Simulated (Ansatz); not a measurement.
Reaction (ligand exchange at the Si–I bond): `[SiH3][SiH2]I` + `[SH][GeH3]` → `[SiH3][SiH2][S][GeH3]` + HI

Calculated with Ansatz (gas phase, PBE0-D4/def2-TZVP geometries, no zero-point term in ΔE). CCSD(T)/CBS is the MP2 limit (def2-TZVPP, def2-QZVPP) plus CCSD(T) − MP2 in def2-TZVPP, frozen cores. DFT in def2-TZVPP. B3LYP here is the variant with VWN-RPA as its local correlation; programs differ in this. Elements past krypton have def2 core potentials. For Ge, I outer-core shells are correlated without core-valence functions, which leaves a few kJ/mol of doubt a bond. Scalar relativity is left out up to krypton. One conformer a species, not always the lowest.

Q: Is it downhill or uphill in electronic energy at CCSD(T)/CBS, and by how much? (An estimate is asked.)

A: Ansatz gave: Uphill: ΔE = +0.26 eV.

Q: What do these levels give: r2SCAN-D4, PBE0-D4, B3LYP-D4, ωB97X-V, B2PLYP, SCS-MP2/def2-TZVPP, CCSD/def2-TZVPP, CCSD(T)/def2-TZVPP, HF/def2-QZVPP, MP2/def2-QZVPP, MP2/CBS(def2), CCSD/CBS(def2)? (An estimate is asked.)

A: The calculation gave: r2SCAN-D4 0.24, PBE0-D4 0.24, B3LYP-D4 0.22, ωB97X-V 0.25, B2PLYP 0.28, SCS-MP2/def2-TZVPP 0.25, CCSD/def2-TZVPP 0.24, CCSD(T)/def2-TZVPP 0.21, HF/def2-QZVPP 0.38, MP2/def2-QZVPP 0.27, MP2/CBS(def2) 0.29, CCSD/CBS(def2) 0.29 eV.

Largest T1 diagnostic among the species: 0.012.

In def2-TZVPP, CCSD(T) changes the Hartree–Fock value by −0.16 eV (the triples alone add −0.02 eV) and MP2 by −0.13 eV. The D4 term adds −0.09 eV with B3LYP and −0.05 eV with PBE0; it sums over pairs of atoms, weighted by their polarisabilities, and B3LYP, whose exchange is more repulsive, gets the larger term.
